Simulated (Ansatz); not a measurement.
Pulling on the Be1–I3 bond in BeBrI (SMILES [Br][Be][I]) (multiplicity 1 held, fragments rigid). Energies count from the point at 2.165 Å.
Geometry at that point (charge 0, multiplicity 1):
```xyz
3

Be     0.0000     0.0000    -0.5033
Br     0.0000     0.0000    -2.4592
I      0.0000     0.0000     1.6620
```

Restricted levels (R-, RO-) in cc, def2 and unpolarised 6-31G sets keep to the state of the molecule at rest. Active spaces are followed from a long bond inwards. Levels need not reach the same state.

Cores are frozen in the correlated methods. Filled d and f shells under p-block atoms count as core.

Programs: Ansatz (Gaussian basis) for Hartree–Fock, density functionals and correlated methods. Each number belongs to the level named beside it. In def2 rows elements past Kr take small-core potentials, without spin–orbit coupling.

Energies in kcal/mol.

| R (Å) | R-MP2/def2-SVPD | FIC-NEVPT4(SD) on CASSCF(6,4)/def2-SVPD | FIC-MRCISD on CASSCF(6,4)/def2-SVPD | FIC-MRCISD+Q on CASSCF(6,4)/def2-SVPD |
|---|---|---|---|---|
| 1.732 | 57.9 | 58.6 | 58.1 | 58.5 |
| 1.949 | 11.7 | 12.2 | 11.9 | 12.1 |
| 2.165 | 0.0 | 0.0 | 0.0 | 0.0 |
| 2.382 | 3.9 | 3.4 | 3.5 | 3.5 |
| 2.598 | 14.4 | 13.4 | 13.6 | 13.5 |
| 2.923 | … | 31.7 | 31.9 | 31.9 |
| 3.248 | 52.5 | 49.2 | 49.3 | 49.3 |
| 3.789 | 77.9 | 71.2 | 70.9 | 71.3 |
| 4.331 | 95.6 | 82.8 | 81.8 | 82.8 |
| 4.980 | 108.0 | 87.5 | 86.1 | 87.3 |
| 5.846 | 113.3 | 88.9 | 87.3 | 88.6 |
| 6.929 | … | 89.2 | 87.5 | 88.9 |

**Question.** What belongs in the gaps?

**Answer.** 
- 2.923, R-MP2/def2-SVPD: 33.7
- 6.929, R-MP2/def2-SVPD: 109.0

Doubts at one or more of the structures used: a restricted determinant that unrestricted orbitals would lower (R-MP2/def2-SVPD); active orbitals that take no part (FIC-NEVPT4(SD) on CASSCF(6,4)/def2-SVPD, FIC-MRCISD on CASSCF(6,4)/def2-SVPD, FIC-MRCISD+Q on CASSCF(6,4)/def2-SVPD).

Ansatz is a program for electronic structure.
